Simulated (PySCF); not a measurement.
HOSn, charge +1, multiplicity 1. Atoms are numbered in the order given.

```xyz
3

O      0.0000     0.0000    -1.5649
Sn     0.0000     0.0000     0.3010
H      0.0000     0.0000    -2.5290
```
Charge +1, spin multiplicity 1.

Geometry: r2SCAN-D4/def2-TZVP. The isomer is the one that the SMILES or the coordinates give; other isomers of the formula were not compared. The def2 effective core potentials stand for the cores of Sn; spin–orbit coupling is left out.

Level of theory: PBE/def2-TZVPD (PySCF).

Mulliken values depend strongly on the basis, most of all with diffuse functions as here. ESP charges are fitted to the potential on shells at 1.4 to 2.0 van der Waals radii. Atomic charges (e):

| atom | Mulliken | ESP fit |
|---|---|---|
| O1 | -0.43 | [?] |
| Sn2 | 1.09 | [?] |
| H3 | 0.34 | [?] |

Fill in the missing entries. (The exact figures need the calculation; the answer reports its results.)


- O1, ESP fit: -0.62
- Sn2, ESP fit: 1.14
- H3, ESP fit: 0.48
